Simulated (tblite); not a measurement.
C5H11NSi2.
Z-matrix (Å and degrees, GFN2-xTB geometry), rows numbered from 1:
```
C 
C   1  1.4902
C   2  1.3273  1  125.65
Si  3  1.8849  2  127.51  1    -0.24
C   4  1.8861  3  115.82  2    54.73
C   5  1.3310  4  115.70  3  -120.34
Si  6  1.8812  5  116.05  4     0.61
N   7  1.7306  6   95.26  5    -0.19
H   1  1.0854  2  111.26  3    -4.61
H   1  1.0901  2  109.95  3  -125.89
H   1  1.0906  2  109.84  3   116.14
H   2  1.0868  1  114.38  3  -179.68
H   3  1.0834  2  117.38  1   179.81
H   4  1.4731  3  108.70  2  -177.62
H   5  1.0830  4  122.65  3    60.21
H   6  1.0832  5  121.58  4  -179.50
H   7  1.4704  6  112.96  5   115.71
H   7  1.4667  6  113.61  5  -117.13
H   8  1.0040  4  120.94  3   -58.25
```

Calculated harmonic vibrations of the isolated species, GFN2-xTB (tblite), most abundant isotopes, no scaling. The method is semi-empirical: single wavenumbers can be off by several per cent or more. Modes of hydrogen on silicon can be 10 to 20 % off. One conformer, not necessarily the lowest.

Harmonic wavenumbers (cm⁻¹): 42.1, 64.3, 98.6, 121.9, 145.6, 224.0, 297.6, 341.3, 359.7, 364.2, 470.6, 480.1, 527.4, 533.7, 571.6, 622.8, 651.0, 684.5, 697.9, 707.1, 768.2, 785.9, 803.6, 827.3, 910.7, 944.5, 949.4, 981.7, 1039.3, 1072.9, 1113.9, 1136.6, 1244.9, 1300.6, 1346.0, 1401.9, 1469.7, 1476.6, 1610.2, 1687.6, 2165.0, 2176.9, 2217.9, 2991.0, 2993.5, 3008.0, 3011.0, 3030.8, 3033.0, 3069.4, 3514.9.

A = 2256, B = 1039, C = 959.0 MHz; mass 141.043 u (most abundant isotopes); point group C1, symmetry number 1.

**Question.** What is the zero-point energy?

**Answer.** ½Σν̃ = 31044 cm⁻¹ = 88.76 kcal/mol.

**Question.** Entropy at 200 K, 1 bar (ideal gas, RRHO, classical rotation)?

**Answer.** Translation 38.79, rotation 28.16, vibration 20.68: S = 87.6 cal/(mol K).

**Question.** And Cp and H(200 K) − H(0)?

**Answer.** Cp = 30.94 cal/(mol K), of which vibrations give 22.99 (their classical limit is 51 R = 101.3); H(200 K) − H(0) = 3.83 kcal/mol without the zero-point energy, 2.24 from vibrations.

**Question.** What must be added to the electronic energy to get the Gibbs energy at 200 K and 1 bar?

**Answer.** ZPE + [H(200 K) − H(0)] − T·S = 88.76 + 3.83 − 17.52 = 75.07 kcal/mol.

**Question.** Which modes carry the vibrational entropy at 200 K?

**Answer.** 42.1 cm⁻¹: 4.37; 64.3 cm⁻¹: 3.54; 98.6 cm⁻¹: 2.71; 121.9 cm⁻¹: 2.31; 145.6 cm⁻¹: 1.98; 224.0 cm⁻¹: 1.24 cal/(mol K); the other 45 give 4.53 together.

Hindered rotation and anharmonicity are outside this model. Other conformers, if any are populated, would add a mixing term that is left out. The structure is chiral; the term R ln 2 for an equal mix with its mirror image is left out.

The run took 0.9 s of wall time on an Arm Neoverse V1 with one thread, no GPU (shared host). The figure is for the frequency step alone.
